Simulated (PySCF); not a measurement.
## Spin-rotation constants: arachno-B4H10

Geometry (Å), atoms numbered from 1 in this order:
```xyz
14

B     0.1646    1.0600    1.1677
B    -0.4246   -0.7776    0.5414
B    -0.5527   -0.3707   -1.4368
B     0.9989   -0.2403   -0.1454
H     0.6552    1.1242    2.2357
H    -0.5812   -1.7819    1.1343
H    -0.5567   -1.2936   -2.1675
H     2.0390   -0.7898   -0.1274
H    -0.8534    0.1769    1.2814
H     1.1853    0.9509    0.2963
H    -1.3146   -0.7310   -0.3792
H     0.7327    0.0403   -1.3672
H    -0.3912    2.0269    0.7787
H    -1.1013    0.6058   -1.8120
```

Method used: GIAO B3LYP/def2-SVP magnetisability, rotational g tensor and spin-rotation constants, non-relativistic, gas phase in PySCF. Geometry: GFN2-xTB.

Problem. Give the nuclear spin-rotation constants along the inertial axes (H = +C I·J) beside the isotropic shieldings.

Solution. Rotational constants 10.5330, 5.2935, 5.0912 GHz.
| atom | isotope | Caa (kHz) | Cbb (kHz) | Ccc (kHz) | mean (kHz) | σ (ppm) |
| --- | --- | --- | --- | --- | --- | --- |
| B1 | 11B | 1.567 | 0.745 | 0.815 | 1.042 | 124.9 |
| B2 | 11B | 0.795 | 0.743 | 0.499 | 0.679 | 148.5 |
| B3 | 11B | 1.568 | 0.744 | 0.821 | 1.044 | 124.7 |
| B4 | 11B | 0.808 | 0.744 | 0.507 | 0.686 | 147.9 |
| H5 | 1H | -0.021 | -0.527 | -0.361 | -0.303 | 29.5 |
| H6 | 1H | -1.038 | -0.249 | -0.146 | -0.478 | 29.5 |
| H7 | 1H | -0.019 | -0.527 | -0.361 | -0.302 | 29.5 |
| H8 | 1H | -1.038 | -0.253 | -0.140 | -0.477 | 29.5 |
| H9 | 1H | -0.889 | -0.402 | -0.715 | -0.669 | 35.0 |
| H10 | 1H | -0.893 | -0.402 | -0.718 | -0.671 | 35.0 |
| H11 | 1H | -0.894 | -0.399 | -0.712 | -0.668 | 35.0 |
| H12 | 1H | -0.890 | -0.399 | -0.710 | -0.667 | 34.9 |
| H13 | 1H | -1.001 | -0.540 | 0.126 | -0.472 | 29.5 |
| H14 | 1H | -1.000 | -0.540 | 0.128 | -0.471 | 29.5 |

For the geometry as given, no vibrational averaging.
